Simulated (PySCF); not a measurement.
Isomers of C7H6FN, mass 123.048 u with the commonest isotopes. Method used: PBE0/def2-SVPD in PySCF (dipole) on a GFN2-xTB geometry, gas phase. One conformer each, none proved a minimum here; rigid rotors.

**Question.** Order these by rotational constant B, largest first.
A. `[C@@]1(F)(C(=C)C(C1)=C)C#N`
B. `[CH2:1]=[CH:2]/[C:3](=[CH:4]\[C:5]#[N:6])[C:7](=[CH2:8])[F:9]` with C1–C2–C3–C4 -151°, C2–C3–C7–C8 28°
C. `[CH:1]#[C:2][CH:3]([C:4]#[CH:5])/[N:6]=[CH:7]/[CH2:8][F:9]` with C2–C3–N6–C7 122°, N6–C7–C8–F9 175°

**Answer.** A (1308 MHz), B (1186 MHz), C (791.2 MHz).

**Question.** Order these by out-of-plane moment Σ m c² = (Ia + Ib − Ic)/2, smallest first.
A. `[CH:1]#[C:2][CH:3]([C:4]#[CH:5])/[N:6]=[CH:7]/[CH2:8][F:9]` with C2–C3–N6–C7 122°, N6–C7–C8–F9 175°
B. `C=C1C[C@](F)(C#N)C1=C`
C. `[CH2:1]=[CH:2]/[C:3](=[CH:4]\[C:5]#[N:6])[C:7](=[CH2:8])[F:9]` with C1–C2–C3–C4 -151°, C2–C3–C7–C8 28°

**Answer.** C (13.08 u·Å²), A (18.11 u·Å²), B (93.56 u·Å²).

**Question.** Order these by rotational constant C, largest first.
A. `[CH2:1]=[CH:2]/[C:3](=[CH:4]\[C:5]#[N:6])[C:7](=[CH2:8])[F:9]` with C1–C2–C3–C4 -151°, C2–C3–C7–C8 28°
B. `[CH:1]#[C:2][CH:3]([C:4]#[CH:5])/[N:6]=[CH:7]/[CH2:8][F:9]` with C2–C3–N6–C7 122°, N6–C7–C8–F9 175°
C. `C=C1C[C@](F)(C#N)C1=C`

**Answer.** C (1249 MHz), A (838.4 MHz), B (641.7 MHz).

```
               SMILES  point group  Ia (u·Å²)  Ib (u·Å²)  Ic (u·Å²)      κ  μa (D)  μb (D)  μc (D)
C=C1C[C@](F)(C#N)C1=C           C1     205.46     386.37     404.71  -0.90    3.86    0.09    0.78
  C=C/C(=C\C#N)C(=C)F           C1     202.78     426.16     602.77  -0.58    4.11    1.43    0.47
     C#CC(C#C)/N=C/CF      near Cs     185.01     638.76     787.55  -0.86    0.50    0.15    0.34
```
